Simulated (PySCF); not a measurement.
## Computed properties of H2MgO, SMILES [MgH][OH]

H2MgO, SMILES [OH][MgH]. Geometry: B3LYP-D3(BJ)/def2-TZVPD. One conformer was computed; it need not be the lowest. All values are computed for the isolated molecule unless a solvent is named; none is compared with measurement here.

**Structure.** The optimised structure has C∞v symmetry. All 7 harmonic modes at B3LYP-D3(BJ)/def2-TZVPD (PySCF) are real, so it is a minimum.

**Vibrations.** The strongest infrared lines (harmonic, unscaled, degenerate partners summed) lie at 336 cm⁻¹ (411 km/mol, H 88 %, Mg 11 %), 114 cm⁻¹ (353 km/mol, H 83 %, O 15 %), 1666 cm⁻¹ (152 km/mol, H 96 %). The softest mode is at 114 cm⁻¹ and the zero-point energy is 10.5 kcal/mol.

**Electronic structure.** CAM-B3LYP/def2-TZVPD (PySCF) places the frontier levels at -9.44 and -0.05 eV, a gap of 9.39 eV, and gives a dipole moment of 0.48 D and a mean polarisability of 32.2 bohr³.

**Excitations.** TDDFT-PBE0/def2-TZVPD (PySCF) has S1 at 5.86 eV (212 nm, f = 0.082, bright); the most intense of the 10 singlets computed lies at 6.76 eV (f = 0.53). Strengths of degenerate partners are summed. T1 (TDA) is at 5.17 eV. No vertical singlet excitation falls in the visible range (under 3.1 eV).

**NMR.** GIAO shifts at B3LYP/pcSseg-2 (PySCF) (non-relativistic, atoms alike by connectivity averaged): ¹H from 0.4 to 4.5 ppm against TMS.
